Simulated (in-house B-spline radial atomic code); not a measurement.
Results of a calculation; reference values are marked as such.
Two electrons in Si: a spherical dot of radius 3.98 nm with hard walls with an ionised donor at its centre

For Si the NSM archive of the Ioffe Institute lists m_l = 0.98 m0, m_t = 0.19 m0 and ε = 11.7; the model takes one isotropic valley with the conductivity mass 3/(1/m_l + 2/m_t) = 0.26 m0, and so misses anisotropy and the other valleys. All triplets below are those of one valley; with several valleys two electrons can form a triplet in the 1s orbital itself, at an energy set by the valley splitting. Real donors also feel a central-cell potential, which shifts the ground state.

Effective-mass model with parabolic bands, a uniform dielectric constant, no image charges, no central-cell or spin-orbit terms. Two-electron levels come from full CI in B-splines with partial waves to l = 5 (up to 0.001 effective hartree above the limit).

What are the effective units, and what is the potential in them?

Ha* = 27211.386 meV × 0.26/11.7² = 51.68 meV and a* = 0.0529177 nm × 11.7/0.26 = 2.381 nm. The radius is R = 1.67 a*, with −1/r added.

In these units the lowest s and p orbitals lie at 0.1758 and 2.4895, and their Coulomb and exchange integrals are J_ss = 1.2119, J_sp = 1.0245 and K_sp = 0.2061. Full CI gives 1.4935 for the ground singlet, 3.4680 for the sp triplet, 3.8325 for the sp singlet and 6.2523 for the lowest triplet of two s orbitals.

What does it cost to add the second electron, to first order and exactly?

To first order E = 2ε_s + J_ss = 1.5634, so the charging energy E(2) − 2E(1) is J_ss = 62.64 meV. CI gives 1.4935 − 2 × (0.1758) = 1.1420, or 59.02 meV: relaxation and correlation lower it by 3.615 meV, 5.8 % of J_ss. The s² configuration of one-electron orbitals holds 98.9 % of the state, and the mean radius is 1.84 nm.

How far above the singlet do the triplets lie?

To first order the sp triplet lies at ε_s + ε_p + J_sp − K_sp = 3.4837, which is 99.24 meV above 2ε_s + J_ss. CI gives 3.4680 − (1.4935) = 1.9745, or 102.1 meV, 85 % of the orbital spacing of 119.6 meV. The ss triplet lies 246 meV up, so the lower of the two is the sp one, and its gap equals k_BT at 1180 K. The sp singlet-triplet splitting is 18.84 meV, against 2K_sp = 21.31 meV.
